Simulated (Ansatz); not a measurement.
`O[SiH]1BO1` + `O=[CH][GeH3]` → `[GeH3][SiH]1BO1` + `O=CO`  (formal exchange of groups at the Si–O bond)

Calculated with Ansatz (gas phase, PBE0-D4/def2-TZVP geometries, no zero-point term in ΔE). CBS: MP2 limit from def2 TZ/QZ plus the TZ coupled-cluster correction, frozen cores. This one scheme is used for every species. For Ge outer-core shells are correlated without core-valence functions, which leaves a few kJ/mol of doubt a bond. Scalar relativity is left out up to krypton. Each species was taken in one conformer, which may not be the lowest.

`O[SiH]1BO1`:

Z-matrix (Å, degrees):
```
Si
B 1 1.884
O 1 1.735 2 43.6
O 1 1.634 2 123.1 3 -92.8
H 1 1.481 2 126.9 3 79.2
H 2 1.190 1 167.1 3 174.4
H 4 0.959 1 118.1 2 150.1
```

`O=[CH][GeH3]`:

Cartesian coordinates in Å:
```
O 2.057 0.280 0.338
C 0.961 0.698 0.091
Ge -0.651 -0.487 -0.060
H 0.805 1.792 -0.065
H -1.254 -0.312 -1.464
H -0.230 -1.939 0.182
H -1.689 -0.031 0.978
```

`[GeH3][SiH]1BO1`:

```xyz
9

Ge    1.425    0.091   -0.849
Si   -0.588    0.589    0.303
B    -1.962   -0.665    0.722
O    -0.935   -0.590    1.574
H     2.654    0.322    0.046
H     1.405   -1.373   -1.311
H     1.543    1.002   -2.082
H    -0.597    1.961    0.876
H    -2.944   -1.336    0.721
```

`O=CO`:

Z-matrix (Å, degrees):
```
C
O 1 1.194
O 1 1.335 2 125.1
H 1 1.099 2 125.1 3 -180.0
H 3 0.969 1 107.3 2 0.0
```

```json
{"species": "`O[SiH]1BO1`", "CCSD(T)/CBS(def2) energy (Eh)": "-466.08929"}
{"species": "`O=[CH][GeH3]`", "CCSD(T)/CBS(def2) energy (Eh)": "-2191.69659"}
{"species": "`[GeH3][SiH]1BO1`", "CCSD(T)/CBS(def2) energy (Eh)": "-2468.17523"}
{"species": "`O=CO`", "CCSD(T)/CBS(def2) energy (Eh)": "-189.60296"}
```

Task: Work out ΔE.

Result: ΔE = (-2468.17523) + (-189.60296) − (-466.08929) − (-2191.69659) = 0.00769 Eh = +20.2 kJ/mol.

Task: What do rigid-rotor, harmonic-oscillator terms from PBE0-D4/def2-TZVP frequencies (298.15 K, 1 bar) make of the CCSD(T)/CBS value? (Estimate.)

Result: The calculation gave: ΔZPE = +6.7 kJ/mol, ΔH = +26.4 kJ/mol, ΔS = -5 J/(mol·K), ΔG = +27.8 kJ/mol.

Largest T1 diagnostic among the species: 0.016.

From PBE to PBE0 (25 % exact exchange), in def2-TZVPP and without D4, ΔE moves by +4.2 kJ/mol. Leaving LDA and LC-ωPBE aside and taking each functional with its dispersion term where it has one, the values, not all of them listed here, spread over 24.4 kJ/mol, from PBE-D4 to B2PLYP. LDA lies −7.8 kJ/mol from PBE without D4.
